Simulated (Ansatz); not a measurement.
C7H14, SMILES `CC1CCCCC1`, relaxed with RKS PBE0-D4/def2-TZVP in Ansatz from a GFN2-xTB geometry. The force threshold is 0.005 eV/Å; the program also tests the step.

Charge 0, multiplicity 1.

Start:

```xyz
21

C    -1.110    2.149   -0.213
C    -0.131    1.010    0.055
C     0.210    0.268   -1.239
C     1.187   -0.874   -0.975
C     0.608   -1.848    0.046
C     0.272   -1.117    1.342
C    -0.705    0.025    1.074
H    -1.336    2.685    0.706
H    -0.692    2.854   -0.928
H    -2.042    1.761   -0.620
H     0.794    1.433    0.465
H     0.642    0.965   -1.961
H    -0.708   -0.135   -1.673
H     2.126   -0.466   -0.592
H     1.407   -1.398   -1.908
H     1.321   -2.650    0.244
H    -0.300   -2.300   -0.360
H     1.190   -0.714    1.778
H    -0.161   -1.814    2.063
H    -0.928    0.548    2.007
H    -1.642   -0.384    0.688
```

```tsv
step	energy (eV)	largest force (eV/Å)	largest move (Å)
1	-7482.0991	0.586	0.000
2	-7482.1183	0.175	0.029
3	-7482.1212	0.024	0.011
4	-7482.1213	0.001	0.003
```

End:

```xyz
21

C    -1.113    2.147   -0.215
C    -0.141    1.012    0.050
C     0.223    0.275   -1.234
C     1.180   -0.881   -0.982
C     0.621   -1.848    0.051
C     0.262   -1.125    1.342
C    -0.692    0.032    1.081
H    -1.351    2.691    0.704
H    -0.705    2.863   -0.933
H    -2.053    1.764   -0.626
H     0.785    1.439    0.461
H     0.654    0.977   -1.956
H    -0.699   -0.111   -1.690
H     2.138   -0.484   -0.622
H     1.395   -1.406   -1.918
H     1.338   -2.651    0.250
H    -0.279   -2.328   -0.355
H     1.179   -0.739    1.804
H    -0.177   -1.824    2.061
H    -0.915    0.560    2.014
H    -1.649   -0.363    0.712
```

Run time 22 s (2 threads of an AMD EPYC 7R13 on a shared host and a share of an NVIDIA H100 80 GB); peak host memory 0.9 GiB.
